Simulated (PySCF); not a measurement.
C₃H₈Si₂, SMILES C=C1C[SiH2][SiH2]1.

Coordinates come from a PBE-D3(BJ)/def2-SVP optimisation. This is a generated structure with no PubChem entry under its InChIKey; it may be hypothetical.

The numbers are results of PBE-D3(BJ)/def2-SVP (PySCF), not measurements.

Frequencies are harmonic and unscaled.

| mode | ν (cm⁻¹) | IR (km/mol) | moving atoms (share of kinetic energy) |
|---|---|---|---|
| 1 | 89 | 0.6 | C 46 %, H 33 %, Si 21 % |
| 2 | 243 | 0.2 | C 47 %, H 46 % |
| 3 | 306 | 1.4 | H 43 %, Si 33 %, C 24 % |
| 4 | 342 | 10.0 | H 71 %, C 24 % |
| 5 | 404 | 2.4 | Si 59 %, H 34 % |
| 6 | 423 | 5.0 | H 40 %, Si 35 %, C 25 % |
| 7 | 484 | 1.7 | H 60 %, Si 23 %, C 17 % |
| 8 | 570 | 8.3 | H 70 %, C 17 %, Si 13 % |
| 9 | 597 | 1.5 | H 75 %, C 14 %, Si 11 % |
| 10 | 609 | 12.6 | H 43 %, C 36 %, Si 21 % |
| 11 | 628 | 53.2 | H 74 %, C 16 %, Si 9 % |
| 12 | 661 | 36.0 | H 81 %, Si 10 %, C 9 % |
| 13 | 684 | 52.1 | H 57 %, C 31 %, Si 11 % |
| 14 | 742 | 71.2 | H 76 %, Si 14 %, C 10 % |
| 15 | 801 | 31.9 | H 68 %, C 28 % |
| 16 | 886 | 75.5 | H 78 %, C 20 % |
| 17 | 890 | 49.6 | H 73 %, C 27 % |
| 18 | 897 | 77.3 | H 94 % |
| 19 | 904 | 22.7 | H 65 %, C 33 % |
| 20 | 1033 | 3.7 | H 80 %, C 19 % |
| 21 | 1069 | 5.1 | H 68 %, C 32 % |
| 22 | 1134 | 1.9 | C 59 %, H 40 % |
| 23 | 1348 | 7.5 | H 92 %, C 8 % |
| 24 | 1372 | 3.2 | H 86 %, C 14 % |
| 25 | 1641 | 1.1 | C 91 %, H 8 % |
| 26 | 2137 | 95.7 | H 97 % |
| 27 | 2147 | 118.5 | H 98 % |
| 28 | 2161 | 44.7 | H 96 % |
| 29 | 2168 | 140.0 | H 96 % |
| 30 | 2958 | 6.9 | H 94 % |
| 31 | 3036 | 6.8 | H 91 %, C 9 % |
| 32 | 3045 | 14.0 | H 94 % |
| 33 | 3145 | 5.3 | H 90 %, C 10 % |
